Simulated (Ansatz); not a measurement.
F$_{3}$Ge, doublet, geometry from GFN2-xTB; Ansatz (a first-principles code) with REVPBE/cc-pVDZ.

Here is a job for Ansatz.
Ansatz 0.2 input:
```yaml
crystal:
  periodic: [false, false, false]
  atoms:
    - {symbol: F, position_ang: [-1.03403418, -1.26232646, -0.41313589]}
    - {symbol: Ge, position_ang: [0.00285560, 0.00944545, 0.38125035]}
    - {symbol: F, position_ang: [1.59592010, -0.27814980, -0.45721742]}
    - {symbol: F, position_ang: [-0.57203918, 1.50689244, -0.48520348]}
basis:
  gaussian:
    orbitals: cc-pVDZ
hamiltonian:
  xc: revpbe
magnetization: {spin_polarized: true, initial_magnetization: 1}
```

It wrote (shortened):

```
Functional definition: revPBE
783 factors; their error is unknown
mean field evaluation 1: about -64657.0543 eV, gradient 4.0e1 eV
mean field evaluation 2: about -64612.4810 eV, gradient 1.1e2 eV
mean field evaluation 4: about -64662.5501 eV, gradient 3.1e0 eV
mean field evaluation 8: about -64662.5720 eV, gradient 8.3e-2 eV
mean field evaluation 16: about -64662.5720 eV, gradient 1.2e-5 eV
mean field -64662.57200480 eV, -2376.3056913110 hartree, gradient 8.4e-6 eV, S^2 0.751871; 0 other end points of the search recorded, 0 dependent functions left out
reference -64662.57203804 eV, -2376.3056925324 hartree; 30, 29 occupied and 39, 40 virtual orbitals, 783 factors
Total energy: -64662.57203804 eV, -2376.3056925324 hartree
```
